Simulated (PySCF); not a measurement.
## Atomic charges by several schemes

C5H9FO.
SMILES with atom numbers: `[CH3:1][C@@:2]1([F:3])[CH2:4][CH2:5][O:6][CH2:7]1` (hydrogens: H8, H9, H10 on C1; H11, H12 on C4; H13, H14 on C5; H15, H16 on C7)

Structure used (GFN2-xTB), in Å, numbered top down from 1:
```xyz
16
C5H9FO angstrom
C      1.8486   -0.2838    0.1499
C      0.4641   -0.1216   -0.4549
F      0.5541   -0.4518   -1.8049
C     -0.6166   -0.9905    0.2106
C     -1.7671   -0.0023    0.4386
O     -1.1456    1.2544    0.6066
C     -0.1062    1.3106   -0.3392
H      2.5622    0.3299   -0.3955
H      1.8332    0.0243    1.1912
H      2.1611   -1.3237    0.0840
H     -0.2506   -1.3818    1.1582
H     -0.8981   -1.8197   -0.4346
H     -2.4336    0.0188   -0.4359
H     -2.3510   -0.2075    1.3351
H     -0.4889    1.6133   -1.3250
H      0.6266    2.0404    0.0045
```

Density: PBE0/pcSseg-1 (PySCF); schemes: Mulliken, IAO, Hirshfeld and ESP-fitted. One conformer (not necessarily the lowest) at the GFN2-xTB geometry, without solvent, vibrations or thermal averaging.

Problem. Give the atomic charges in each scheme.

Solution. In e:

```tsv
atom	environment	Mulliken	IAO	Hirshfeld	ESP-fitted
C1	methyl carbon	-0.205	-0.434	-0.128	-0.611
C2	sp3 C–F carbon	-0.085	+0.303	+0.107	+0.614
F3	alkyl fluorine	-0.334	-0.339	-0.121	-0.329
C4	ring CH2 carbon	-0.173	-0.304	-0.087	-0.233
C5	sp3 carbon bound to oxygen	+0.056	-0.058	+0.001	+0.069
O6	cyclic ether oxygen	-0.513	-0.398	-0.157	-0.382
C7	sp3 carbon bound to oxygen	+0.165	-0.078	-0.011	-0.046
H8	methyl hydrogen	+0.126	+0.150	+0.045	+0.150
H9	methyl hydrogen	+0.119	+0.149	+0.049	+0.169
H10	methyl hydrogen	+0.126	+0.150	+0.045	+0.151
H11	methylene hydrogen	+0.126	+0.142	+0.044	+0.079
H12	methylene hydrogen	+0.139	+0.160	+0.047	+0.077
H13	methylene hydrogen	+0.104	+0.119	+0.035	+0.054
H14	methylene hydrogen	+0.122	+0.153	+0.049	+0.080
H15	methylene hydrogen	+0.113	+0.134	+0.034	+0.071
H16	methylene hydrogen	+0.117	+0.150	+0.049	+0.088
```

Mean size of the charges over all atoms: IAO 0.201 e, ESP-fitted 0.200 e, Mulliken 0.164 e, Hirshfeld 0.063 e. Each set sums to the total charge, 0, to within 0.001 e. The ESP scheme is a least-squares fit of atom-centred charges to the potential on four shells outside the van der Waals surface, with the total charge fixed.

Lowest charge. The schemes don't all agree: Mulliken O6 (-0.513); IAO C1 (-0.434); Hirshfeld O6 (-0.157); ESP-fitted C1 (-0.611).

Highest charge. The schemes don't all agree: Mulliken C7 (+0.165); IAO C2 (+0.303); Hirshfeld C2 (+0.107); ESP-fitted C2 (+0.614).

Problem. Sum the charges by element, for elements with more than one atom.

Solution. 
```csv
element,atoms,Mulliken,IAO,Hirshfeld,ESP-fitted
C,5,-0.243,-0.570,-0.118,-0.207
H,9,+1.090,+1.307,+0.395,+0.919
```

Problem. How many electrons does the IAO scheme count on C1?

Solution. Z − q = 6 − (-0.434) = 6.434.

Problem. How closely do the schemes follow one another over all atoms?

Solution. Correlation coefficient and root-mean-square difference: IAO with Hirshfeld 0.99, 0.155 e; Hirshfeld with ESP-fitted 0.93, 0.202 e; IAO with ESP-fitted 0.92, 0.106 e; Mulliken with Hirshfeld 0.84, 0.139 e; Mulliken with IAO 0.80, 0.139 e; Mulliken with ESP-fitted 0.62, 0.214 e.

The run behind these numbers computed NMR shieldings as well. On x86-64 server, one thread (shared host), this took 33 s of wall time.
